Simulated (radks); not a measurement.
The numbers below are computed, except where a source is named.
The iodine anion I- inside a hard spherical wall (all orbitals vanish at R), configuration held at [Xe] and not refilled when levels cross. Code: a radial shooting solver on a logarithmic mesh with Libxc functionals. Model: scalar-relativistic Kohn-Sham, PBE, spin-polarised, spherical densities, finite nucleus; Fermi nuclear charge, rms radius 4.75 fm. Eigenvalues in eV for spin up, with the zero of energy where the potential of the charges vanishes at infinity; a dash marks a level that is unbound or too diffuse for the functional's potential to be trusted. A positive occupied level is held by the wall or, in an anion where self-interaction has pushed it up, behind a barrier. The pressure on the wall is -dE/dV.

R (bohr)  E (hartree)  kinetic (hartree)    e(4p)    e(4d)   e(5s)   e(5p)  e(6s, empty)  e(5d, empty)  pressure (GPa)
15        -7116.29008           7469.110  -119.72  -42.430  -9.900  -0.069         2.945         4.063        0.000207
8         -7116.28132           7469.165  -119.19  -41.908  -9.446   0.353         6.231         8.201           0.306
7         -7116.26665           7469.247  -118.65  -41.374  -9.004   0.782         8.076         9.616            1.14
6         -7116.22267           7469.478  -117.50  -40.231  -8.093   1.708        11.527        11.844            4.82
5         -7116.07583           7470.185  -114.89  -37.669  -6.115   3.863        18.823        15.956            24.4
4         -7115.51018           7472.609  -108.74  -31.677  -1.330   9.474        36.631        25.134             157
3         -7112.85186           7482.450  -93.675  -17.246  13.081  27.051        88.807        50.998            1450
1.5       -7040.71493           7706.573   26.644   107.67  257.86  299.71        698.48        361.91          215000
